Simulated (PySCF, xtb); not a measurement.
AlH5OSi, SMILES [AlH2][O][SiH3].

GFN2-xTB run with xtb at its own geometry gives an orbital gap of 4.91 eV and a dipole moment of 0.96 D.

Geometry: PBE0-D3(BJ)/def2-TZVP.

**Question.** What does r2SCAN/def2-TZVPD in PySCF give? (The exact figures need the calculation; the answer reports its results.)

**Answer.** gap 5.67 eV (levels -7.25 and -1.58 eV), dipole 0.45 D.
